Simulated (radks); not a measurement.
Q: The strontium ion Sr7+ is in [Ar] 3d10 4s2 4p1. Method: scalar-relativistic Kohn-Sham, PBEsol, spin-polarised, spherical densities, finite nucleus; Fermi nuclear charge, rms radius of each element as measured or else 0.836 A^(1/3) + 0.57 fm; computed with a radial shooting solver on a logarithmic mesh with Libxc functionals. Open shells are filled with parallel spins first. One electron is removed from 4s, 3p, 3d, 4p in turn, with full relaxation. Which removal costs least, and what does each cost?

A: 4p 120.64 eV; 4s 140.37 eV; 3d 252.96 eV; 3p 380.72 eV. The 4p electron leaves first.
